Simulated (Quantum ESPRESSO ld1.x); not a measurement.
Results of a calculation; reference values are marked as such.
Is Os- bound? Neutral atom [Xe] 4f14 5d6 6s2, anion [Xe] 4f14 5d7 6s2. Scalar-relativistic spherical Kohn-Sham, ld1.x of Quantum ESPRESSO 7.5; with spin, open shells are filled with parallel spins first. "No" means that the self-consistent cycle ended without a solution in which all occupied levels of the anion are bound.

| method | e(HOMO) neutral (eV) | anion bound | e(HOMO) anion (eV) | EA, Delta-SCF (eV) | <r> HOMO anion (bohr) |
|---|---|---|---|---|---|
| LDA (Slater exchange, Perdew-Zunger correlation), spin-polarised | 5d down -5.237 | no | - | - | - |
| LDA (Slater exchange, Perdew-Zunger correlation) + SIC, spin-polarised | 6s down -8.483 | yes | 6s down -1.776 | 1.464 | 3.66 |
| LDA (Slater exchange, Perdew-Wang correlation) + SIC, spin-polarised | 6s down -8.435 | yes | 6s down -1.742 | 1.405 | 3.68 |
| LDA (Slater exchange, Perdew-Zunger correlation) + Latter tail, spin-polarised | 5d down -6.135 | no | - | - | - |
| PBE, spin-unpolarised | 6s -6.147 | no | - | - | - |
| Slater X-alpha with alpha = 1, spin-unpolarised | 6s -7.685 | yes | 5d -0.355 | 4.702 | 1.82 |

A bound anion was found by 3 of 6 methods. Tabulated electron affinity: 1.100 eV (CRC Handbook (2014) and Andersen, Phys. Rep. 394, 157 (2004), with later updates, as tabulated in mendeleev). With the Latter tail the total energy is not variational, so no affinity is given for it.

Beside tabulated values, note that spin-unpolarised runs miss the spin-polarisation part of the exchange energy of open shells.
